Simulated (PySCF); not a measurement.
## How methods differ on the excitation energy of As²⁺

As²⁺ [Ar] 3d10 4s2 4p1 (2P) → As²⁺ [Ar] 3d10 4s1 4p1 5s1 (4P), as a difference of total energies. Calculation: PySCF 2.14, in aug-cc-pwCVDZ-PP with ECP10MDF (6s5p4d1f, 48 functions); scalar relativity through the core potential. Correlated levels: valence: 3s2 3p6 3d10 frozen. The calculations carry no spin-orbit coupling.

```
           method  excitation energy (eV)
              UHF                  20.929
    MP2 (valence)                  21.709
SCS-MP2 (valence)                  21.989
   CCSD (valence)                  21.878
CCSD(T) (valence)                  21.884
```

Q: How much does correlation contribute at CCSD(T) (valence)?

A: 21.884 − (20.929) = 0.955 eV, measured against UHF.

The promoted electron is Rydberg-like, and one or two diffuse shells describe it only roughly, which tends to raise the upper state.

The coupled-cluster amplitudes are large for the upper state (T1 above 0.03 or a double amplitude above 0.15), so a single reference is strained.
